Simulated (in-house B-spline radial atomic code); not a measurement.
A fraction x of an electron is removed from 4s in Se5+, starting from [Ar] 3d10 4s1 and keeping the highest spin. All numbers are computed (scalar-relativistic (X2C) r2SCAN, spin-polarised, spherical fractional occupations; Fermi nucleus of rms radius 4.14 fm) with a B-spline radial code for spherical atoms, not measured.

```json
{"x": "0", "E(x) - E(0) (eV)": "0.0000", "4s up level (eV)": "-76.700"}
{"x": "0.12", "E(x) - E(0) (eV)": "9.2919", "4s up level (eV)": "-78.161"}
{"x": "0.2", "E(x) - E(0) (eV)": "15.5833", "4s up level (eV)": "-79.122"}
{"x": "0.32", "E(x) - E(0) (eV)": "25.1633", "4s up level (eV)": "-80.538"}
{"x": "0.45", "E(x) - E(0) (eV)": "35.7302", "4s up level (eV)": "-82.020"}
{"x": "0.5", "E(x) - E(0) (eV)": "39.8451", "4s up level (eV)": "-82.574"}
{"x": "0.53", "E(x) - E(0) (eV)": "42.3273", "4s up level (eV)": "-82.903"}
{"x": "0.68", "E(x) - E(0) (eV)": "54.8848", "4s up level (eV)": "-84.523"}
{"x": "0.77", "E(x) - E(0) (eV)": "62.5350", "4s up level (eV)": "-85.481"}
{"x": "0.98", "E(x) - E(0) (eV)": "80.7141", "4s up level (eV)": "-87.581"}
{"x": "1", "E(x) - E(0) (eV)": "82.4673", "4s up level (eV)": "-"}
```

The exact functional would give a straight line between the two integer points. Deviations E(x) - E(0) - x[E(1) - E(0)], in eV: -0.604 at x = 0.12, -0.91 at x = 0.2, -1.226 at x = 0.32, -1.38 at x = 0.45, -1.389 at x = 0.5, -1.38 at x = 0.53, -1.193 at x = 0.68, -0.965 at x = 0.77, -0.104 at x = 0.98.

The curve lies below the straight line by up to 1.389 eV (at x = 0.5): convex, the delocalisation error that favours fractional charges.

(1) How well does Slater's transition state (minus the level at half occupation) give the ionisation energy?

Answers

(1) It gives 82.574 eV against 82.467 eV from the two total energies; NIST lists 81.83 eV, ground level to ground level.
